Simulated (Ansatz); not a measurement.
Reaction (silylene formation by 1,1-elimination): `C[SiH2][AlH][O][SiH3]` → `[AlH2][O][SiH3]` + `C[SiH]`

Gas-phase electronic energies from Ansatz, PBE0-D4/def2-TZVP geometries. CBS: MP2 limit from def2 TZ/QZ plus the TZ coupled-cluster correction, frozen cores. This one scheme is used for every species. DFT in def2-TZVPP. B3LYP here is the variant with VWN-RPA as its local correlation; programs differ in this. One conformer a species, not always the lowest.

| level | ΔE (kJ/mol) | difference from CCSD(T)/CBS |
| --- | --- | --- |
| r2SCAN-D4 | 255.8 | 20.2 |
| PBE0-D4 | 255.3 | 19.7 |
| ωB97X-V | 245.4 | 9.8 |
| ωB97M-V | 225.0 | -10.6 |
| B2PLYP | 226.5 | -9.1 |
| PBE | 239.8 | 4.2 |
| r2SCAN | 252.8 | 17.2 |
| PBE0 | 246.7 | 11.1 |
| B3LYP | 216.9 | -18.7 |
| HF/def2-TZVPP | 209.0 | -26.6 |
| MP2/def2-TZVPP | 241.5 | 5.9 |
| SCS-MP2/def2-TZVPP | 229.9 | -5.7 |
| CCSD(T)/def2-TZVPP | 230.7 | -4.9 |
| SCS-MP2/def2-QZVPP | 232.8 | -2.8 |
| HF/CBS(def2) | 208.3 | -27.3 |
| MP2/CBS(def2) | 246.4 | 10.8 |
| CCSD(T)/CBS | 235.6 | 0 |

Largest T1 diagnostic among the species: 0.012.

From PBE to PBE0 (25 % exact exchange), in def2-TZVPP and without D4, ΔE moves by +6.8 kJ/mol. In def2-TZVPP, CCSD(T) changes the Hartree–Fock value by +21.8 kJ/mol (the triples alone add +4.8 kJ/mol) and MP2 by +32.6 kJ/mol.
